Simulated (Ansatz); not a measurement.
GeH2Cl (SMILES [Cl][GeH2]): methods side by side

GeH2Cl: 4 atoms, total charge 0, spin state doublet. SMILES: `[Cl][GeH2]`. Geometry: relaxed at PBE0-D4/def2-TZVP.

```xyz
4

Cl   -1.5629    0.3052    0.9935
Ge    0.1067   -0.4511   -0.1416
H     0.0727    0.2596   -1.5142
H     1.3834   -0.1137    0.6623
```

Each level gives the energy change with the Ge2–H3 bond stretched from 1.546 to 3.865 Å (eV). The values are calculated.

```json
{"level": "USVWN5/STO-3G", "kind": "LDA", "program": "Ansatz", "value (eV)": "4.57", "less FCI/STO-3G": "+1.04", "CPU time (all runs)": "3.7 s"}
{"level": "UPBE/STO-3G", "kind": "GGA", "program": "Ansatz", "value (eV)": "4.11", "less FCI/STO-3G": "+0.58", "CPU time (all runs)": "7.2 s"}
{"level": "U-r2SCAN/STO-3G", "kind": "meta-GGA", "program": "Ansatz", "value (eV)": "4.20", "less FCI/STO-3G": "+0.67", "CPU time (all runs)": "19 s"}
{"level": "U-r2SCAN0/STO-3G", "kind": "hybrid meta-GGA", "program": "Ansatz", "value (eV)": "4.16", "less FCI/STO-3G": "+0.63", "CPU time (all runs)": "16 s"}
{"level": "UBHLYP/STO-3G", "kind": "global hybrid", "program": "Ansatz", "value (eV)": "4.00", "less FCI/STO-3G": "+0.47", "CPU time (all runs)": "6.3 s"}
{"level": "UHSE06/STO-3G", "kind": "range-separated hybrid", "program": "Ansatz", "value (eV)": "4.05", "less FCI/STO-3G": "+0.52", "CPU time (all runs)": "7.2 s"}
{"level": "UMP2/STO-3G", "kind": "perturbation theory", "program": "Ansatz", "value (eV)": "3.61", "less FCI/STO-3G": "+0.08", "CPU time (all runs)": "1.1 s"}
{"level": "UCCSD/STO-3G", "kind": "coupled cluster or CI", "program": "Ansatz", "value (eV)": "3.54", "less FCI/STO-3G": "+0.01", "CPU time (all runs)": "1.6 s"}
{"level": "FCI/STO-3G", "kind": "exact in the basis", "program": "Ansatz", "value (eV)": "3.53", "less FCI/STO-3G": "0.00", "CPU time (all runs)": "7 s"}
```

FCI/STO-3G is exact within its basis and frozen core, so for wave-function methods in that basis the difference is their error; functionals converge differently with the basis, so for them it is only a difference. All-electron rows without a relativistic Hamiltonian named are non-relativistic. The first shape isn't each level's own minimum. The values span 3.53 to 4.57 eV. Spin contamination of the reference (⟨S²⟩ at least 0.1 too high) touches UMP2/STO-3G, UCCSD/STO-3G. All rows use very small basis sets, so even the best lies far from the true value. In the correlated wave-function rows the outer d shell of Ge is correlated, in sets not made for it. Times are those of the runs behind each value, whatever else they computed, on shared processors of several kinds: orders of magnitude only.
